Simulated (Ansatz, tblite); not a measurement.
Forces on Rb3H3⁻ at its PBE0-D4/def2-TZVPD geometry. Total charge -1; doublet.

In the def2 sets Rb takes a core potential; there is no spin–orbit coupling. The xTB rows come from tblite. At PBE0-D4/def2-TZVPD the highest occupied level of the charge -1 doublet lies above zero (up to 0.44 eV). By energy differences its removal costs 0.90 eV (vertical, to the charge 0 singlet, at PBE0-D4/def2-TZVPD); a positive level beside a positive removal energy at the same level points to self-interaction error. At PBE0-D4/def2-TZVPD a quartet of charge -1 lies 1.66 eV below the doublet, each at its own geometry. Another isomer (doublet) lies 0.05 eV lower at r2SCAN-D4/def2-TZVPD.

GFN1-xTB (tblite), largest force 1.01 eV/Å:

```xyz
6
positions Å, forces eV/Å
Rb   -0.086   -1.976   -0.889   -0.163    0.673   -0.126
Rb    0.772    0.374    1.856   -0.217    0.362   -0.357
Rb   -1.106    2.790   -1.485    0.327   -0.857    0.429
H     1.030   -2.246    1.506   -0.117    0.211   -0.187
H     1.440    0.805   -1.276   -0.439   -0.278    0.355
H    -2.051    0.253    0.287    0.609   -0.112   -0.114
```

GFN2-xTB (tblite), largest force 0.91 eV/Å:

```
Rb 0.009 -0.542 -0.172
Rb 0.196 0.394 0.575
Rb -0.054 0.380 0.013
H -0.009 -0.114 -0.060
H 0.733 0.068 -0.539
H -0.876 -0.186 0.182
```

PBE0-D4/def2-TZVPD (Ansatz), largest force 0.01 eV/Å:

```
Rb 0.000 -0.004 -0.002
Rb 0.001 0.003 0.003
Rb 0.002 -0.005 0.001
H 0.001 -0.005 0.001
H 0.000 0.006 -0.002
H -0.004 0.006 -0.001
```
